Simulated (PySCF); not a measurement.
C5H7F, SMILES [C@@H]1(C)CC(=C1)F. Atoms are numbered in the order given.

```xyz
13

C     -2.2262     0.1384     0.1985
C     -0.8273    -0.1409     0.7235
C      0.0538    -1.0717    -0.1066
C      0.9427    -0.0892    -0.3098
F      2.0998    -0.0221    -0.9576
C      0.2441     0.9830     0.4633
H     -2.7198     0.9359     0.7778
H     -2.8584    -0.7620     0.2616
H     -2.1911     0.4502    -0.8585
H     -0.8647    -0.4209     1.7930
H     -0.0291    -2.1191    -0.4030
H      0.7692     1.3565     1.3589
H     -0.1268     1.8402    -0.1244
```
Charge 0, spin multiplicity 1.

Coordinates come from a r2SCAN-D4/def2-SVP optimisation.

Two levels are set side by side: PBE/pcSseg-1 (PySCF) and PBE0/pcSseg-1 (PySCF). GIAO shifts against CFCl3 (¹⁹F), TMS (¹H), TMS (¹³C) at the same level; non-relativistic, no solvent, atoms listed together averaged. Differences are taken from unrounded values.

| quantity | PBE |
|---|---|
| δ(¹³C) of C1 (ppm) | 24.2 |
| δ(¹³C) of C2 (ppm) | 33.5 |
| δ(¹³C) of C3 (ppm) | 115.9 |
| δ(¹³C) of C4 (ppm) | 162.3 |
| δ(¹⁹F) of F5 (ppm) | -92.5 |
| δ(¹³C) of C6 (ppm) | 46.2 |
| δ(¹H) of H10 (ppm) | 2.82 |
| δ(¹H) of H11 (ppm) | 5.24 |

### Question
These are the PBE values. What does PBE0 give? (Estimate from the structure and the level; the computed values follow.)

### Answer

| quantity | PBE0 | PBE minus PBE0 |
|---|---|---|
| δ(¹³C) of C1 (ppm) | 23.8 | 0.4 |
| δ(¹³C) of C2 (ppm) | 31.4 | 2.1 |
| δ(¹³C) of C3 (ppm) | 118.1 | -2.2 |
| δ(¹³C) of C4 (ppm) | 163.6 | -1.3 |
| δ(¹⁹F) of F5 (ppm) | -81.9 | -10.6 |
| δ(¹³C) of C6 (ppm) | 44.5 | 1.7 |
| δ(¹H) of H10 (ppm) | 2.73 | 0.09 |
| δ(¹H) of H11 (ppm) | 5.33 | -0.09 |

Rough cost on one machine, each run with all the roots and properties that it gave: PBE0 against PBE within a factor of 2.
